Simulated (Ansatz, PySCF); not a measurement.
This Ansatz (an electronic-structure program) input computes a CCSD(T)/cc-pVDZ energy:

Ansatz 0.2 input:
```yaml
crystal:
  periodic: [false, false, false]
  atoms:
    - {symbol: C, position_ang: [1.18433742, -0.34199821, 0.02717061]}
    - {symbol: C, position_ang: [-0.09903702, 0.16428071, -0.38733123]}
    - {symbol: O, position_ang: [-1.21338877, 0.30347922, 0.10528581]}
    - {symbol: H, position_ang: [1.47489969, -1.13657405, -0.67327228]}
    - {symbol: H, position_ang: [1.92281574, 0.45922960, -0.11096420]}
    - {symbol: H, position_ang: [1.18123417, -0.70542814, 1.06103945]}
    - {symbol: H, position_ang: [-1.38364183, 0.02124389, 1.04187425]}
basis:
  gaussian:
    orbitals: cc-pVDZ
total_charge: 1
magnetization: {spin_polarized: true, initial_magnetization: 1}
correlation: {method: ccsd_t, electrons: outside_noble_gas}
```

Question: Write an input for the same energy in PySCF and say what it gives.

Answer: 
```python
from pyscf import gto, scf, mp, cc as ccmod

mol = gto.M(
    atom='''
    C     1.18433742   -0.34199821    0.02717061
    C    -0.09903702    0.16428071   -0.38733123
    O    -1.21338877    0.30347922    0.10528581
    H     1.47489969   -1.13657405   -0.67327228
    H     1.92281574    0.45922960   -0.11096420
    H     1.18123417   -0.70542814    1.06103945
    H    -1.38364183    0.02124389    1.04187425
    ''',
    basis='cc-pvdz',
    charge=1,
    spin=1,
    verbose=4,
)

mf = scf.UHF(mol)
mf.conv_tol = 1e-10
mf.max_cycle = 100
mf.kernel()
mo, _, stable, _ = mf.stability(return_status=True)
if not stable:
    mf.kernel(mf.make_rdm1(mo, mf.mo_occ))
mp2 = mp.MP2(mf, frozen=3).run()
cc = ccmod.CCSD(mf, frozen=3)
cc.max_cycle = 100
cc.kernel()
et = cc.ccsd_t()
print(f'E(CCSD(T)) = {cc.e_tot + et:.9f}')
```
It gives -153.05336 Eh, and Ansatz -153.05336 Eh, a difference of 0.00 mEh.
